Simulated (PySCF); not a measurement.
BrGeH5OSi.
Numbering: `[GeH3:1][O:2][SiH2:3][Br:4]` (hydrogens: H5, H6, H7 on Ge1; H8, H9 on Si3)

Computed, not measured: MP2 and CCSD/aug-cc-pVDZ in PySCF, restricted Hartree–Fock reference, 24 core orbitals frozen, non-relativistic, gas phase, PBE0-D3(BJ)/def2-SVP geometry.

E(HF) = -5014.54528 Eh.

Question: How large is the problem?

Answer: 167 basis functions and 94 electrons; 24 orbitals frozen, which leaves o = 23 correlated occupied and v = 120 virtual orbitals. That is o·v = 2760 singles and o·v(o·v + 1)/2 = 3810180 distinct closed-shell doubles amplitudes before symmetry; the costliest CCSD step grows as o²v⁴ = 1.1 × 10^11.

Question: What are the MP2 and CCSD correlation energies?

Answer: MP2 -0.5709 Eh and CCSD -0.6172 Eh, which gives totals of -5015.11619 and -5015.16243 Eh. That is 0.365 eV for each correlated electron at CCSD (1620 kJ/mol in all, 0.012 % of the total energy); MP2 gives 92.5 % of the CCSD value.

Question: What is the T1 diagnostic?

Answer: 0.0098, below the customary warning level of 0.02. It is the norm of the spatial-orbital singles amplitudes over the root of the number of correlated electrons, so the norm is 0.066.

Question: How does correlation change the dipole moment?

Answer: HF gives 1.63 D and CCSD (unrelaxed density) 1.56 D, a change of -0.07 D.

Connected triples and the basis-set limit are missing.

The values belong to the conformer `[GeH3:1][O:2][SiH2:3][Br:4]`: Ge1–O2–Si3–Br4 10°.
